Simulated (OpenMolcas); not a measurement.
W2+ among 6 point charges of -1.5 e arranged as a trigonal prism (D3h), 2.36 Å from the ion, with a polar angle of 52.5° against the regular 49.1°.
```
   1.8732    0.0000    1.4355  -1.50
  -0.9366    1.6223    1.4355  -1.50
  -0.9366   -1.6223    1.4355  -1.50
   1.8732    0.0000   -1.4355  -1.50
  -0.9366    1.6223   -1.4355  -1.50
  -0.9366   -1.6223   -1.4355  -1.50
```

```json
{"Program": "OpenMolcas", "Method": "CASSCF", "Basis": "ANO-RCC-VDZP [7s6p4d2f1g]", "Scalar Hamiltonian": "DKH2, point nucleus", "Active space": "4 electrons in 5 orbitals (5d)", "State averaging": "2S+1 = 5 even, 5 roots; 2S+1 = 3 even, 45 roots; 2S+1 = 1 even, 50 roots", "Spin-orbit coupling": "RASSI with atomic mean-field integrals over the reference wave functions"}
```

Problem. What is the spin-free ground state (labels of D3, the rotations of D3h)?

Solution. 5E, 2-fold in its orbital part, 100 % from free-ion D terms; it has the highest spin that d4 allows.

Problem. Where is the first state of the same spin?

Solution. 5A1 at 6140 cm-1 above the ground state.

Problem. What are the lowest two levels with spin-orbit coupling?

Solution. A 1-fold level, then a 2-fold level 852.4 cm-1 above it. Their leading multiplicities are 5 (82 %) and 5 (91 %).

Problem. What is χT at 300 K?

Solution. 0.52 cm3 K/mol.

Spin-orbit coupling mixes the spin-free states strongly: the lowest level takes only 69 % from its leading state, 5E. An orbital doublet at a regular site is open to a Jahn-Teller distortion, which this geometry leaves out. Without dynamic correlation the repulsion within the d shell is too large (B by tens of per cent), so at a given field states of lower spin stand too high. Point charges give a weaker field than real ligands, and real ions of this kind are as a rule low spin; the high spin found here belongs to the model. Point charges carry no covalency, so the field is a model and not that of real ligands. No measured value stands beside these numbers.
